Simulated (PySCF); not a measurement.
## InI: one state, many levels of theory

State: ¹Σ⁺ (singlet), closed shell. Set-up: In x2c-TZVPPall, I x2c-TZVPPall; spin-free X2C with a Gaussian nucleus (PySCF 2.14). De refers to In + I in their high-spin ground configurations, without counterpoise correction. A positive dipole means In(−)I(+).

| Level | Re (Å) | ωe (cm⁻¹) | De (eV) | μ (D) | CPU s a point (SCF and correlation, without the integrals) |
| --- | --- | --- | --- | --- | --- |
| RHF | 2.810 | 170 | 2.63 | -3.80 | 1.4 |
| RHF-MP2 | 2.744 | 182 | 3.77 | n/a | 2.5 |
| RHF-SCS-MP2 | 2.765 | 178 | 3.61 | n/a | n/a |
| RHF-CCSD | 2.765 | 178 | 3.44 | n/a | n/a |
| RHF-CCSD(T) | 2.764 | 179 | 3.57 | n/a | 50 |
| PBE | 2.792 | 170 | 3.76 | -3.20 | 3.1 |
| PBEsol | 2.757 | 177 | 3.97 | -3.01 | 2.2 |
| PW91 | 2.789 | 171 | 3.79 | -3.18 | 2.2 |
| BLYP | 2.827 | 163 | 3.57 | -3.34 | 2.2 |
| r²SCAN | 2.771 | 177 | 3.73 | -3.19 | 4.1 |
| TPSSh | 2.784 | 172 | 3.71 | -3.36 | 5.7 |
| PBE0 | 2.772 | 176 | 3.67 | -3.35 | 8.4 |
| HSE06 | 2.775 | 175 | 3.70 | -3.31 | 14 |

The bond length runs from 2.744 Å (RHF-MP2) to 2.827 Å (BLYP). De spans 2.63 eV (RHF, mean field) to 3.97 eV (PBEsol, GGA). Correlation at CCSD(T) changes the Hartree–Fock bond energy by +0.94 eV; the triples alone change it by +0.13 eV.

Correlated steps freeze 36 core orbitals. Spin–orbit coupling is left out, which matters for elements this heavy, above all for dissociation energies. Where the molecule has an RHF reference, its open-shell atoms are computed with UHF.

The whole job (state search and all levels along the bond) took about 10 min on 2 threads of Arm Neoverse V2 (shared host), peak memory 4.5 GiB.
